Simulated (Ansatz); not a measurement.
C₂H₅BBrFO (SMILES CCOB(F)Br), singlet, at a GFN2-xTB geometry, atoms displaced at random by about 0.08 Å a coordinate; R2SCAN/STO-3G, gradient (Ansatz, an electronic-structure program).

The Ansatz input:
Ansatz 0.2 input:
```yaml
crystal:
  periodic: [false, false, false]
  atoms:
    - {symbol: B, position_ang: [-0.00032488, -0.63105984, 0.65074692]}
    - {symbol: F, position_ang: [0.49070737, -1.53057653, 1.45265719]}
    - {symbol: Br, position_ang: [1.01052261, 0.83787936, 0.22979605]}
    - {symbol: O, position_ang: [-1.34758700, -0.93076573, 0.24604192]}
    - {symbol: C, position_ang: [-1.89888373, -0.09621197, -0.97389546]}
    - {symbol: C, position_ang: [-1.36846472, -0.48808131, -2.32717407]}
    - {symbol: H, position_ang: [-2.90718264, -0.23906604, -0.79724105]}
    - {symbol: H, position_ang: [-1.67133094, 0.76934710, -0.80140152]}
    - {symbol: H, position_ang: [-1.58602436, -1.57702687, -2.53047510]}
    - {symbol: H, position_ang: [-2.13303734, 0.05569452, -2.87715663]}
    - {symbol: H, position_ang: [-0.47062227, -0.25762428, -2.56631701]}
basis:
  gaussian:
    orbitals: STO-3G
hamiltonian:
  xc: r2scan
output: {forces: true}
```

**Question.** Predict the main parts of the log of this Ansatz run.

**Answer.** 
```
Functional definition: r2SCAN
607 factors; integrals over basis functions are off by at most 4.7e-5 eV
mean field evaluation 1: about -76774.9745 eV, gradient 1.9e1 eV
mean field evaluation 2: about -76771.5819 eV, gradient 4.1e1 eV
mean field evaluation 4: about -76776.0871 eV, gradient 1.7e0 eV
mean field evaluation 8: about -76775.9769 eV, gradient 3.8e-2 eV
mean field -76775.97693876 eV, -2821.4651118732 hartree, gradient 3.6e-5 eV, S^2 0.000000; 0 other end points of the search recorded, 0 dependent functions left out
the calculation of the forces begins
reference -76775.97694417 eV, -2821.4651120721 hartree; 37, 37 occupied and 11, 11 virtual orbitals, 607 factors
Total energy: -76775.97694417 eV, -2821.4651120721 hartree
Atom 0 at    -0.000325    -0.631060     0.650747 Å, force    -3.318023    -1.135124    -0.850324 eV/Å
Atom 1 at     0.490707    -1.530577     1.452657 Å, force     0.461868    -1.148685     1.099481 eV/Å
Atom 2 at     1.010523     0.837879     0.229796 Å, force     0.894120     1.765967    -0.751772 eV/Å
Atom 3 at    -1.347587    -0.930766     0.246042 Å, force     1.487019     1.239788    -1.439758 eV/Å
Atom 4 at    -1.898884    -0.096212    -0.973895 Å, force     1.686855   -12.460230     1.815142 eV/Å
Atom 5 at    -1.368465    -0.488081    -2.327174 Å, force    -9.708974    -4.206536     1.141509 eV/Å
Atom 6 at    -2.907183    -0.239066    -0.797241 Å, force    -3.427163    -0.534349    -0.442059 eV/Å
Atom 7 at    -1.671331     0.769347    -0.801402 Å, force     3.177396    12.757397     2.470944 eV/Å
Atom 8 at    -1.586024    -1.577027    -2.530475 Å, force     0.519666     1.090574     0.224359 eV/Å
Atom 9 at    -2.133037     0.055695    -2.877157 Å, force     0.359349     0.279899    -1.582933 eV/Å
Atom 10 at    -0.470622    -0.257624    -2.566317 Å, force     7.867886     2.351300    -1.684589 eV/Å
Dipole moment:    -0.257554     0.023640    -0.275149 e Å
```
